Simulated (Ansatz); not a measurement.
(BeSe)n: PBE-D4/def2-TZVP single points in Ansatz on relaxed structures, gas phase. Each cluster is the lowest isomer that a short search found in that spin, judged at the geometry's level, and lower ones may exist. Binding counts from free atoms in the multiplicity of their measured ground term, without zero-point energy. Singlets are spin-restricted. The structures are stationary points that may keep the symmetry of their start.

```json
{"species": "(BeSe)2 ring (Be2Se2)", "atoms": "4", "state": "singlet", "geometry": "PBE0-D4/def2-TZVP", "HOMO (eV)": "-5.60", "LUMO (eV)": "-3.60", "gap (eV)": "1.99", "binding per atom (eV)": "3.00", "lowest of the spins relaxed": "–", "point group (within 0.1 Å)": "D2h"}
{"species": "Be3Se3", "atoms": "6", "state": "singlet", "geometry": "PBE0-D4/def2-SVP", "HOMO (eV)": "-6.29", "LUMO (eV)": "-3.44", "gap (eV)": "2.86", "binding per atom (eV)": "3.37", "lowest of the spins relaxed": "–", "point group (within 0.1 Å)": "D3h"}
{"species": "Be5Se5", "atoms": "10", "state": "singlet", "geometry": "PBE-D4/def2-SVP", "HOMO (eV)": "-5.68", "LUMO (eV)": "-3.63", "gap (eV)": "2.05", "binding per atom (eV)": "3.56", "lowest of the spins relaxed": "singlet, of singlet/triplet/quintet", "point group (within 0.1 Å)": "Cs"}
```

(1) Estimate the rows for (BeSe)6 prism (Be6Se6) (singlet, r2SCAN-D4/def2-SVP geometry).

(1) 
```json
{"species": "(BeSe)6 prism (Be6Se6)", "atoms": "12", "state": "singlet", "geometry": "r2SCAN-D4/def2-SVP", "HOMO (eV)": "-6.22", "LUMO (eV)": "-3.58", "gap (eV)": "2.65", "binding per atom (eV)": "3.70", "lowest of the spins relaxed": "–", "point group (within 0.1 Å)": "D3d"}
```

The gap (eV) runs from 1.99 ((BeSe)2 ring) to 2.86 (Be3Se3). It alternates from one size to the next. The binding per atom (eV) runs from 3.00 ((BeSe)2 ring) to 3.70 ((BeSe)6 prism). It rises with size.
